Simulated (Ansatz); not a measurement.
Cost and result for the atomization energy of CH6AlBO, SMILES `B[CH2][AlH][OH]` (10 atoms, 9 bonds).

Z-matrix (Å, degrees):
```
C
Al 1 1.973
B 1 1.509 2 102.1
H 1 1.095 2 101.1 3 -121.2
H 1 1.094 2 102.4 3 122.1
O 2 1.693 1 116.1 3 -87.8
H 2 1.581 1 123.1 3 96.2
H 3 1.199 1 120.9 2 89.7
H 3 1.202 1 120.5 2 -84.8
H 6 0.956 2 123.8 1 -176.6
```

Charge 0, multiplicity 1. The structure was optimised at the PBE0-D4/def2-TZVP level. It is one conformer, not always the lowest. Program: Ansatz. All runs use 2 threads of an Arm Neoverse V2 on a shared host. Times are those of one run each, without the atoms' runs, and a repeat can differ threefold. Electronic energies, without spin–orbit coupling; frozen cores. CCSD(T)/CBS adds CCSD(T) − MP2 in def2-TZVPP to the MP2 limit, and its time is that of the two runs behind it. T1 = 0.013. HSE06 is the plane-wave form, built on full-range PBE exchange.

CCSD(T)/CBS is a level of theory with its own doubt, some kJ/mol a heavy atom from the limit and from the frozen cores, so smaller differences don't rank the functionals.

```json
{"level": "LDA (SPW92)/def2-TZVPP", "functions": "219", "wall time": "1.4 s"}
{"level": "BHLYP-D4/def2-TZVPP", "functions": "219", "wall time": "2.9 s"}
{"level": "CCSD(T)/def2-SVP", "functions": "90", "wall time": "2.9 s"}
{"level": "HSE06-D4/def2-TZVPP", "functions": "219", "wall time": "3.1 s"}
{"level": "CAM-B3LYP-D4/def2-TZVPP", "functions": "219", "wall time": "3.3 s"}
{"level": "B2PLYP/def2-TZVPP", "functions": "219", "wall time": "5.5 s"}
{"level": "PBE-QIDH/def2-TZVPP", "functions": "219", "wall time": "5.5 s"}
{"level": "ωB97X-V/def2-TZVPP", "functions": "219", "wall time": "8.5 s"}
{"level": "B97M-V/def2-TZVPP", "functions": "219", "wall time": "10 s"}
{"level": "ωB97M-V/def2-TZVPP (with forces)", "functions": "219", "wall time": "12 s"}
{"level": "MP2/def2-QZVPP", "functions": "421", "wall time": "19 s"}
{"level": "CCSD(T)/def2-TZVPP", "functions": "219", "wall time": "66 s"}
{"level": "CCSD(T)/CBS(def2)", "functions": "–", "wall time": "84 s"}
```

Task: What atomization energy does each give, and how far from CCSD(T)/CBS? (Estimate.)

Result: The calculation gave: 
| level | atomization (kJ/mol) | difference from CCSD(T)/CBS | per bond |
| --- | --- | --- | --- |
| LDA (SPW92)/def2-TZVPP | 3994.0 | 432.7 | 48.1 |
| BHLYP-D4/def2-TZVPP | 3483.1 | -78.2 | -8.7 |
| CCSD(T)/def2-SVP | 3376.4 | -184.9 | -20.5 |
| HSE06-D4/def2-TZVPP | 3546.0 | -15.3 | -1.7 |
| CAM-B3LYP-D4/def2-TZVPP | 3580.4 | 19.1 | 2.1 |
| B2PLYP/def2-TZVPP | 3530.4 | -30.9 | -3.4 |
| PBE-QIDH/def2-TZVPP | 3535.3 | -26.0 | -2.9 |
| ωB97X-V/def2-TZVPP | 3564.8 | 3.5 | 0.4 |
| B97M-V/def2-TZVPP | 3586.5 | 25.2 | 2.8 |
| ωB97M-V/def2-TZVPP (with forces) | 3574.4 | 13.1 | 1.5 |
| MP2/def2-QZVPP | 3581.3 | 20.0 | 2.2 |
| CCSD(T)/def2-TZVPP | 3477.8 | -83.5 | -9.3 |
| CCSD(T)/CBS(def2) | 3561.3 | 0.0 | 0.0 |

Leaving LDA and LC-ωPBE aside and taking each functional with its dispersion term where it has one, the values, not all of them listed here, spread over 104.0 kJ/mol, from BHLYP-D4 to PBE-D4. LDA lies +422.5 kJ/mol from PBE without D4, its usual overbinding. At CCSD(T), def2-SVP lies −184.8 kJ/mol from the extrapolated value and def2-TZVPP −83.5 kJ/mol: correlation converges slowly with the basis, and small sets miss more of it in the bonded molecule than in its fragments. In def2-TZVPP, CCSD(T) changes the Hartree–Fock value by +776.8 kJ/mol (the triples alone add +41.2 kJ/mol) and MP2 by +830.5 kJ/mol; breaking electron pairs costs correlation energy, which Hartree–Fock lacks.
